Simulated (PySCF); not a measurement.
**Correlation energy of Si²⁺ (silicon, charge +2)**

[Ne] 3s2, closed-shell 1S. Computed with PySCF 2.14 in jorge-DZP-DKH (7s4p1d, 24 functions), with the spin-free X2C one-electron Hamiltonian (Gaussian nucleus). Frozen: [Ne]; 2 electrons correlated.

Total MP2 correlation energy: -28.73 mhartree.

Same-spin part 0.00 and opposite-spin part -28.73 mhartree; SCS-MP2 scales them by 1/3 and 6/5 to -34.48 mhartree.

With two correlated electrons CCSD is exact within the correlated space (frozen core and kept virtual orbitals).

| level | correlation energy (mhartree) |
| --- | --- |
| CCSD | -43.18 |

Diagnostics: T1 = 0.0050, D1 = 0.0071, largest double amplitude 0.117.

Cost of the coupled-cluster step: 0.03 s of wall time on 1 thread of Intel(R) Xeon(R) 6975P-C (shared host), for 2 correlated electrons.

Iterations:

```
CC2 = 0
CCSD nocc = 1, nmo = 19
frozen orbitals [0, 1, 2, 3, 4]
max_cycle = 100
direct = 0
conv_tol = 1e-08
conv_tol_normt = 1e-06
diis_space = 8
diis_start_cycle = 0
Init t2, MP2 energy = -288.618282032698  E_corr(MP2) -0.0287310617568272
Init E_corr(CCSD) = -0.0287310617568504
cycle = 1  E_corr(CCSD) = -0.0375019345621247  dE = -0.00877087281  norm(t1,t2) = 0.0484857
cycle = 2  E_corr(CCSD) = -0.040720140172504  dE = -0.00321820561  norm(t1,t2) = 0.0211622
cycle = 3  E_corr(CCSD) = -0.043205487985336  dE = -0.00248534781  norm(t1,t2) = 0.00979184
cycle = 4  E_corr(CCSD) = -0.0431830728223209  dE = 2.2415163e-05  norm(t1,t2) = 0.00036327
cycle = 5  E_corr(CCSD) = -0.0431866801726922  dE = -3.60735037e-06  norm(t1,t2) = 3.2849e-05
cycle = 6  E_corr(CCSD) = -0.0431839044897127  dE = 2.77568298e-06  norm(t1,t2) = 8.01589e-06
cycle = 7  E_corr(CCSD) = -0.0431844791428721  dE = -5.74653159e-07  norm(t1,t2) = 2.2751e-06
cycle = 8  E_corr(CCSD) = -0.0431844953022739  dE = -1.61594019e-08  norm(t1,t2) = 1.52221e-07
cycle = 9  E_corr(CCSD) = -0.0431845137960973  dE = -1.84938234e-08  norm(t1,t2) = 8.81047e-08
cycle = 10  E_corr(CCSD) = -0.043184516857585  dE = -3.0614877e-09  norm(t1,t2) = 1.22857e-08
CCSD converged
E(CCSD) = -288.6327354877992  E_corr = -0.043184516857585
```
